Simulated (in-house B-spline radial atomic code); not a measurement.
Spin-orbit splittings of orbital energies (j = l + 1/2 less j = l - 1/2) and ratios of mean radii (lower j over upper j) along the 61-electron series, configuration [Xe] 4f7. Computed with a B-spline radial code for spherical atoms: Dirac-Hartree-Fock, average of the configuration, finite nuclei.

```json
{"ion": "Eu2+", "Z": "63", "splitting of 4p (eV)": "30.047", "radius ratio of 4p": "0.9547", "splitting of 4d (eV)": "5.4859", "radius ratio of 4d": "0.98423", "splitting of 5p (eV)": "4.0739", "radius ratio of 5p": "0.94616"}
{"ion": "Gd3+", "Z": "64", "splitting of 4p (eV)": "32.739", "radius ratio of 4p": "0.95338", "splitting of 4d (eV)": "6.0084", "radius ratio of 4d": "0.98393", "splitting of 5p (eV)": "4.7707", "radius ratio of 5p": "0.94841"}
{"ion": "Tb4+", "Z": "65", "splitting of 4p (eV)": "35.658", "radius ratio of 4p": "0.9521", "splitting of 4d (eV)": "6.5848", "radius ratio of 4d": "0.98367", "splitting of 5p (eV)": "5.5779", "radius ratio of 5p": "0.94986"}
```
